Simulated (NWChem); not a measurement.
SeF4 cation, doublet; SMILES of the neutral closed-shell parent [Se](F)(F)(F)F

```xyz
5

Se     0.0000     0.0000     0.1654
F      0.0000     1.7182     0.4307
F      1.2807     0.0000    -0.8965
F      0.0000    -1.7182     0.4307
F     -1.2807     0.0000    -0.8965
```
Atoms are numbered in this order, from 1.

Level: PBE0/def2-SVP, spin-unrestricted (NWChem), optimised geometry, unscaled harmonic frequencies. In the optimisation the excess spin sits in a1 (C2v, its own frame). This build's default masses of Se (78.918 u) and Br (79.917 u) are each other's, which moves their modes by up to 0.6 %. This spin state was assumed; another may lie lower.

| frequency (cm⁻¹) | IR intensity (km/mol) |
|---|---|
| 191 | 1.1 |
| 193 | 10.6 |
| 285 | 0.0 |
| 317 | 24.5 |
| 337 | 15.2 |
| 567 | 34.2 |
| 600 | 2.9 |
| 805 | 40.9 |
| 818 | 72.0 |

```json
{
  "zero_point_energy": "5.9 kcal/mol",
  "thermal correction to the enthalpy at 298.15 K (with zero-point energy)": "10.0 kcal/mol",
  "heat capacity Cv": "18.0 cal/(mol K)",
  "entropy at 298.15 K and 1 atm (symmetry number 2, electronic part: spin degeneracy alone)": "77.1 cal/(mol K)"
}
```

Rigid rotor and harmonic oscillator.
